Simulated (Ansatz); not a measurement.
Reaction (hydrogenolysis of the Si–C bond): `N[SiH](S)CCl` + H₂ → `N[SiH2]S` + `CCl`

Isolated molecules relaxed with PBE0-D4/def2-TZVP in Ansatz; ΔE leaves out vibrations. CCSD(T)/CBS adds triple-zeta CCSD(T) − MP2 to the extrapolated MP2 energy (def2 sets, frozen cores). This one scheme is used for every species. Functionals use def2-TZVPP. Each species was taken in one conformer, which may not be the lowest.

`N[SiH](S)CCl`:

Z-matrix (Å, degrees):
```
Si
S 1 2.142
C 1 1.882 2 109.0
N 1 1.709 2 118.2 3 -120.9
H 1 1.483 2 103.2 3 118.1
H 2 1.345 1 93.7 3 54.6
Cl 3 1.791 1 109.2 2 -68.8
H 3 1.090 1 111.7 2 173.0
H 3 1.089 1 112.1 2 50.0
H 4 1.009 1 117.9 2 78.8
H 4 1.008 1 119.7 2 -60.9
```

H₂:

```xyz
2

H    -0.118    0.353   -0.021
H     0.118   -0.353    0.021
```

`N[SiH2]S`:

Z-matrix (Å, degrees):
```
Si
S 1 2.151
N 1 1.706 2 111.5
H 1 1.484 2 111.6 3 -117.8
H 1 1.485 2 105.8 3 122.4
H 2 1.343 1 94.3 3 -148.1
H 3 1.006 1 122.1 2 53.2
H 3 1.006 1 120.4 2 -98.6
```

`CCl`:

Cartesian coordinates in Å:
```
C -0.056 -0.044 0.127
Cl 0.620 0.494 -1.421
H 0.760 -0.375 0.767
H -0.744 -0.865 -0.060
H -0.580 0.790 0.587
```

| level | ΔE (kcal/mol) |
| --- | --- |
| PBE-D4 | -1.8 |
| ωB97M-V | -2.7 |
| MP2/def2-TZVPP | -1.6 |
| CCSD(T)/def2-TZVPP | -3.4 |

Q: What does CCSD(T)/CBS give? (Best estimate.)

A: Computed: -2.8 kcal/mol. The listed levels differ from it by 1.0, 0.1, 1.2, -0.6 kcal/mol.

Largest T1 diagnostic among the species: 0.010.

From PBE to PBE0 (25 % exact exchange), in def2-TZVPP and without D4, ΔE moves by −0.9 kcal/mol. The D4 term adds +4.2 kcal/mol with B3LYP and +2.4 kcal/mol with PBE0; it sums over pairs of atoms, weighted by their polarisabilities, and B3LYP, whose exchange is more repulsive, gets the larger term. In def2-TZVPP, CCSD(T) changes the Hartree–Fock value by +8.2 kcal/mol (the triples alone add +1.6 kcal/mol) and MP2 by +9.9 kcal/mol.

B3LYP here is the variant with VWN-RPA as its local correlation; programs differ in this.
